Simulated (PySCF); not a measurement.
A calculated (LDA, PySCF 2.14, aug-cc-pVTZ with one added diffuse shell each of s, p, d, f type, no relativity, point nucleus) atom or ion has these occupied shells.

| shell | electrons | orbital energy (eV) | rms radius, mean of both spins (bohr) |
| --- | --- | --- | --- |
| 1s α | 1 | -178.52 | 0.387 |
| 1s β | 1 | -178.20 | 0.387 |
| 2s α | 1 | -9.692 | 2.17 |
| 2s β | 1 | -8.678 | 2.17 |
| 2p α | 1 | -4.113 | 2.54 |

Q: Name the element and its charge.

A: B (boron, neutral), in [He] 2s2 2p1, 2P determinant.
